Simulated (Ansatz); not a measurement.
Geometry optimisation, Ansatz 0.2.0, RKS PBE-D4/def2-SVP.

The input (input.yaml):

```yaml
crystal:
  periodic: [false, false, false]
  atoms:
    - { symbol: C, position_ang: [-1.4251, -0.7781, 0.6264] }
    - { symbol: C, position_ang: [-0.4363, 0.1951, 1.2258] }
    - { symbol: Se, position_ang: [0.8739, -0.6876, 2.12] }
    - { symbol: B, position_ang: [0.9026, 0.4486, 0.3161] }
    - { symbol: Si, position_ang: [1.4237, 0.5867, -1.5374] }
    - { symbol: H, position_ang: [-2.1718, -1.0577, 1.4062] }
    - { symbol: H, position_ang: [-0.9804, -1.6243, 0.1476] }
    - { symbol: H, position_ang: [-2.0154, -0.1666, -0.1628] }
    - { symbol: H, position_ang: [-0.8136, 1.1235, 1.7768] }
    - { symbol: H, position_ang: [0.98712, -0.66048, -2.18845] }
    - { symbol: H, position_ang: [2.8676, 0.74905, -1.63649] }
    - { symbol: H, position_ang: [0.69879, 1.72018, -2.11368] }
basis:
  gaussian: { orbitals: def2-SVP }
hamiltonian:
  xc: pbe
  dispersion: d4
relax:
  f_tol: 0.015
  max_steps: 40
output:
  orbitals: {}
```

Command:

```bash
$ ansatz run input.yaml --threads 2 --pin off --max-ram 3072MiB --backend cpu --events-out ev --progress --plain --runs-dir out
```

Where does it end, and by what steps?

It converged. The force dipped under the threshold on the way, but the program's further checks kept it going. After 15 steps the energy has fallen by 1.418 eV; H12 moved furthest, 0.71 Å.

```tsv
step	energy less start (eV)	largest force component (eV/Å)	accepted
0	0.0000	3.977	yes
1	-1.0933	1.759	yes
2	-1.3257	1.003	yes
3	-1.3935	0.269	yes
4	-1.4078	0.155	yes
5	-1.4116	0.076	yes
6	-1.4153	0.026	yes
7	-1.4158	0.021	yes
8	-1.4162	0.014	yes
9	-1.4168	0.044	yes
10	-1.4172	0.047	yes
11	-1.4176	0.045	yes
12	-1.4178	0.043	yes
13	-1.4180	0.025	yes
14	-1.4182	0.011	yes
15	-1.4182	0.006	yes
```

```xyz
12
Properties=species:S:1:pos:R:3
C -1.639 -0.875 0.820
C -0.591 0.200 1.003
Se 1.165 -0.325 1.950
B 0.727 0.274 0.196
Si 1.594 0.643 -1.562
H -2.170 -1.112 1.765
H -1.205 -1.813 0.421
H -2.400 -0.518 0.091
H -0.982 1.139 1.438
H 1.018 -0.271 -2.616
H 3.086 0.447 -1.530
H 1.308 2.060 -1.996
```

Whether the end is a true minimum wasn't checked by a vibrational analysis.

Time of the run: 84 s on 2 threads of Arm Neoverse N1 (shared host), peak memory 0.18 GiB.
